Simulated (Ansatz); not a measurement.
C$_{4}$H$_{13}$GaO$_{3}$Si, SMILES `C[O][Ga]([O][SiH3])[O]C(C)C`, 22 atoms. The species carries charge 0 and has multiplicity 1. Correlated methods freeze the filled d shell of Ga. Scalar relativity is left out up to krypton. All runs use 4 threads of an AMD EPYC 7R13 on a shared host and a share of an NVIDIA H100 80 GB. Correlated methods freeze the cores.

(1) Give the basis size and wall time and peak host memory of each of these runs in Ansatz. RHF-CCSD(T)/def2-SVP energy; RKS PBE-QIDH (frozen core)/def2-TZVPP energy; RKS ωB97M-V/def2-SVP energy; RKS ωB97M-V/def2-QZVPP energy; RKS B97M-V/def2-TZVPP energy; RKS r2SCAN0-D4/def2-TZVPP energy; RKS PBE0-D4/def2-QZVPP energy; direct RPA on PBE orbitals/def2-TZVPP energy; RHF-CCSD(T)/def2-TZVPP energy; RKS PBE0-D4/def2-TZVP relaxation (50 steps); RKS PBE0-D4/def2-SVP energy; RHF-MP2/def2-QZVPP energy. (Best estimate.)

Results:

(1) Computed: Other jobs shared the machine, so times are rough.

| level | job | functions | wall time | peak host memory (GiB) |
| --- | --- | --- | --- | --- |
| RKS PBE0-D4/def2-SVP | energy | 213 | 3.1 s | 0.87 |
| RHF-CCSD(T)/def2-SVP | energy | 213 | 4.8 s | 0.84 |
| RKS r2SCAN0-D4/def2-TZVPP | energy | 489 | 6 s | 1.1 |
| RKS PBE-QIDH (frozen core)/def2-TZVPP | energy | 489 | 6 s | 2.5 |
| RKS ωB97M-V/def2-SVP | energy | 213 | 7 s | 1 |
| RKS PBE0-D4/def2-QZVPP | energy | 948 | 8 s | 1.5 |
| RKS B97M-V/def2-TZVPP | energy | 489 | 8 s | 1.2 |
| direct RPA on PBE orbitals/def2-TZVPP | energy | 489 | 8.5 s | 2.5 |
| RKS ωB97M-V/def2-QZVPP | energy | 948 | 12 s | 1.6 |
| RHF-MP2/def2-QZVPP | energy | 948 | 17 s | 1.7 |
| RHF-CCSD(T)/def2-TZVPP | energy | 489 | 72 s | 1.1 |
| RKS PBE0-D4/def2-TZVP | relaxation (50 steps) | 380 | 4.1 min | 1.1 |
